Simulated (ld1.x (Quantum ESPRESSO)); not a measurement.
Debugging a pseudopotential input (tin (Sn), ld1.x (Quantum ESPRESSO) 7.5)

Command:

```bash
ld1.x < Sn.in > Sn.out
```

Input:

```
&input
   title='Sn', zed=50., rel=1, dft='PZ', iswitch=3,
   config='[Kr] 4d10 5s1.5 5p2.5',
   nld=3, rlderiv=2.15, eminld=-4.0, emaxld=5.0, deld=0.02
 /
 &inputp
   pseudotype=2, tm=.true., lloc=-1, rcloc=1.35,
   nlcc=.true., new_core_ps=.true., rcore=1.40,
   file_pseudopw='Sn.UPF', file_wfcaegen='ae.wfc', file_wfcncgen='nc.wfc', file_beta='beta', file_chi='chi'
 /
3
5S  1  1   1.50   0.00  1.95  1.95  0.0
5P  2  1   2.50   0.00  1.95  1.95  0.0
4D  3  2  10.00   0.00  1.50  1.50  0.0
 &test
   configts(1)='4d10 5s1.5 5p2.5'
 /
```

Output:

```
Program LD1 v.7.5

 %%%%%%%%%%%%%%%%%%%%%%%%%%%%%%%%%%%%%%%%%%%%%%%%%%%%%%%%%%%%%%%%%%%%%%%%%%%%%%
     Error in routine read_psconfig (1):
     ps-label wrong?
 %%%%%%%%%%%%%%%%%%%%%%%%%%%%%%%%%%%%%%%%%%%%%%%%%%%%%%%%%%%%%%%%%%%%%%%%%%%%%%

     stopping ...
```

This input was made by a single change from one that runs to its end. What was changed?

The change: angular momentum of 5S typed wrongly. The program refuses the input: "read_psconfig: ps-label wrong?".
